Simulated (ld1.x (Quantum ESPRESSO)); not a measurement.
**What the settings do to the TM potential of tin (Sn)**

Base potential:

| Quantity | Value |
| --- | --- |
| Element | Sn |
| Generator | ld1.x (Quantum ESPRESSO) 7.5 |
| Type | norm-conserving Troullier–Martins (Kleinman–Bylander form) |
| Functional | PBE |
| Relativity | scalar-relativistic |
| Frozen core | [Kr] 4d10 |
| Valence charge | 4 |
| Reference configuration | 5s2 5p2 |
| Partial waves | 5s (bound): rc 1.55 bohr; 5p (bound): rc 2.65 bohr; 5d channel at -0.05 Ry: rc 2.50 bohr |
| Local potential | the d channel |
| Core correction | a·sin(br)/r model core inside 0.95 bohr |

All-electron outer shells of the reference configuration (PBE, scalar-relativistic, ld1.x):

| shell | level (eV) | outermost node (bohr) | outermost maximum (bohr) |
| --- | --- | --- | --- |
| 4p | -89.70 | 0.41 | 0.79 |
| 4d | -25.84 | 0.39 | 0.88 |
| 5s | -10.55 | 0.98 | 2.01 |
| 5p | -3.69 | 1.09 | 2.55 |

Cutoffs, loose and tight: the cutoffs (Ry, on a coarse ladder) from which the occupation-weighted sum of valence levels, in a spherical-Bessel basis at the reference potential, stays within 10 and 1 mRy of its value at 400 Ry. They do not see the model core or the augmentation charge, which bear on the density cutoff. Test errors are all-electron minus pseudo excitation energies from the reference, over the configurations 5s2 5p1; 5s2 5p0; 5s1 5p0; 5s1 5p3; 5s2 5p1.5; 5s0 5p4; 5s2 5p2.3. A dash means not determined; rows that change the core or the reference have their own tests.

A true bound ghost makes a file unfit for plane-wave use even where its test errors are small: the radial tests pick states by their node count and pass the ghost by.

| change | outcome | cutoff, loose | cutoff, tight | bound ghosts | largest test error (meV) |
| --- | --- | --- | --- | --- | --- |
| base | generated | 35 Ry | 100 Ry | s, p | -395 |
| wave 5p (bound): rc 2.65 bohr becomes 5p (bound): rc 1.80 bohr | generated | 35 Ry | 100 Ry | s, p | -409 |
| wave 5p (bound): rc 2.65 bohr becomes 5p (bound): rc 2.02 bohr | generated | 35 Ry | 100 Ry | s, p | -395 |
| wave 5p (bound): rc 2.65 bohr becomes 5p (bound): rc 2.26 bohr | generated | 35 Ry | 100 Ry | s, p | -389 |
| wave 5p (bound): rc 2.65 bohr becomes 5p (bound): rc 2.56 bohr | generated | 35 Ry | 100 Ry | s, p | -393 |
| wave 5p (bound): rc 2.65 bohr becomes 5p (bound): rc 2.88 bohr | generated | 35 Ry | 100 Ry | s, p | -415 |
| wave 5p (bound): rc 2.65 bohr becomes 5p (bound): rc 3.18 bohr | generated | 35 Ry | 100 Ry | s, p | -450 |
| wave 5p (bound): rc 2.65 bohr becomes 5p (bound): rc 3.46 bohr | generated | 35 Ry | 100 Ry | s, p | -486 |
| wave 5p (bound): rc 2.65 bohr becomes 5p (bound): rc 3.64 bohr | generated | 35 Ry | 100 Ry | s, p | -511 |
| wave 5p (bound): rc 2.65 bohr becomes 5p (bound): rc 4.04 bohr | generated | 35 Ry | 100 Ry | s, p | -561 |

Reading the sweep of the p radius (base included, trends over the rows without a ghost): Bound ghosts are found at 1.8, 2.02, 2.26, 2.56, 2.65, 2.88, 3.18, 3.46, 3.64, 4.04 bohr. Every judged row has one, so this setting neither creates nor removes them.
